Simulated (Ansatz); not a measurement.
C$_{3}$H$_{9}$AlO, SMILES `CC[CH](O)[AlH2]`, relaxed with RKS PBE0-D4/def2-TZVP in the Gaussian-basis code of Ansatz from a PBE-D4/def2-SVP geometry. The force threshold is 0.005 eV/Å; the program also tests the step.

Charge 0, multiplicity 1.

Start:

```xyz
14

C     1.775    0.768    0.025
C     0.735   -0.341   -0.165
C    -0.693    0.077    0.230
O    -1.180    1.186   -0.538
Al   -2.060   -1.367    0.044
H     2.789    0.442   -0.281
H     1.830    1.092    1.086
H     1.525    1.659   -0.591
H     0.746   -0.670   -1.229
H     1.023   -1.233    0.436
H    -0.664    0.339    1.326
H    -0.624    1.963   -0.336
H    -1.638   -2.880    0.386
H    -3.564   -1.035   -0.392
```

```
         step  energy (eV)  largest force (eV/Å)  largest move (Å)
            1  -11893.9842                 0.592             0.000
            2  -11894.0273                 0.183             0.033
            3  -11894.0315                 0.025             0.018
            4  -11894.0317                 0.012             0.007
            5  -11894.0318                 0.030             0.022
            6  -11894.0319                 0.028             0.034
            7  -11894.0324                 0.012             0.034
            8  -11894.0327                 0.034             0.056
            9  -11894.0328                 0.047             0.066
           10  -11894.0330                 0.039             0.005
           11  -11894.0334                 0.005             0.029
           12  -11894.0337                 0.016             0.068
13 (rejected)  -11894.0330                 0.087             0.126
           14  -11894.0339                 0.018             0.063
           15  -11894.0339                 0.033             0.056
           16  -11894.0340                 0.019             0.008
           17  -11894.0341                 0.010             0.005
           18  -11894.0341                 0.006             0.012
           19  -11894.0341                 0.004             0.033
           20  -11894.0341                 0.003             0.006
           21  -11894.0341                 0.002             0.007
```

End:

```xyz
14

C     1.756    0.749    0.000
C     0.696   -0.320   -0.225
C    -0.694    0.083    0.265
O    -1.197    1.240   -0.403
Al   -2.030   -1.366    0.065
H     2.742    0.409   -0.327
H     1.828    1.012    1.060
H     1.536    1.661   -0.563
H     0.655   -0.563   -1.294
H     0.994   -1.239    0.294
H    -0.604    0.291    1.349
H    -0.604    1.978   -0.233
H    -1.724   -2.746    0.800
H    -3.353   -1.189   -0.790
```

Hardware: 4 threads of an Arm Neoverse V1 on a shared host. Wall time 84 s, peak host memory 0.59 GiB.
